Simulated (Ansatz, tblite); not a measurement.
Isomers of Sn₃⁻ (doublet), found by a short tight-binding search and relaxed with r2SCAN-D4/def2-SVPD in Ansatz.

In the def2 sets Sn takes a core potential; there is no spin–orbit coupling. The xTB rows come from tblite. HSE06 is defined as in plane-wave codes, on full-range PBE exchange.

Run but left out: HF/def2-SVPD, PBE-QIDH/def2-TZVPD, MP2/def2-SVPD, CCSD/def2-SVPD, CCSD(T)/def2-SVPD (A: ⟨S²⟩ 1.21 to 2.04, where a pure state has 0.75).

A: At PBE-D4/def2-TZVPD, r2SCAN-D4/def2-TZVPD, HSE06-D4/def2-TZVPD the highest occupied level of the charge -1 doublet lies above zero (up to 0.48 eV). It is a level of α spin, whose loss leaves a singlet; that state wasn't run at this geometry and level. The electron is either unbound and held by the finite basis, or the level is raised by self-interaction error. At r2SCAN-D4/def2-TZVPD, PBE0-D4/def2-TZVPD, HSE06-D4/def2-TZVPD the charge -1 doublet is spin-contaminated (final ⟨S²⟩ up to 0.89, 0.75 for a pure state). B: At PBE-D4/def2-TZVPD the highest occupied level of the charge -1 doublet lies above zero (up to 0.05 eV). By energy differences its removal costs 2.09 eV (vertical, to the charge 0 triplet, at PBE-D4/def2-TZVPD); a positive level beside a positive removal energy at the same level points to self-interaction error.

Other spin states were run for one of them alone.

A:

Cartesian coordinates in Å:
```
Sn -1.3903 -1.4096 -0.8301
Sn 0.3758 1.7193 1.2295
Sn 1.0146 -0.3098 -0.3994
```

B:

```xyz
3

Sn   -1.3236   -0.1062    1.0344
Sn    1.4635    0.7363    0.3864
Sn   -0.1399   -0.6301   -1.4208
```

Problem. Estimate which lies lowest at each level, and how far above it the others are (kcal/mol).

Solution. 
| level | A | B |
| --- | --- | --- |
| GFN1-xTB | 22.4 | 0.0 |
| GFN2-xTB | 15.9 | 0.0 |
| PBE-D4/def2-TZVPD | 17.8 | 0.0 |
| r2SCAN-D4/def2-TZVPD | 18.1 | 0.0 |
| PBE0-D4/def2-TZVPD | 19.8 | 0.0 |
| HSE06-D4/def2-TZVPD | 19.4 | 0.0 |
Point groups (tolerance 0.1 Å): A C2v, B C2v. Lower isomers may exist.
